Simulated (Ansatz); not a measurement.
Species: C$_{3}$H$_{6}$Si, SMILES `C(=CC)=[SiH2]` with one electron removed (charge 1, multiplicity 2), formula C3H6Si.

Problem. How many basis functions does Ansatz (a first-principles code) with frozen-core CCSD(T)/cc-pVTZ // PBE-D3(BJ)/def2-TZVP use, how many core orbitals are frozen, and how many electrons are correlated?

Solution. 208 basis functions and 8 frozen orbitals, which leaves 21 correlated electrons. Core time is of the order of minutes.
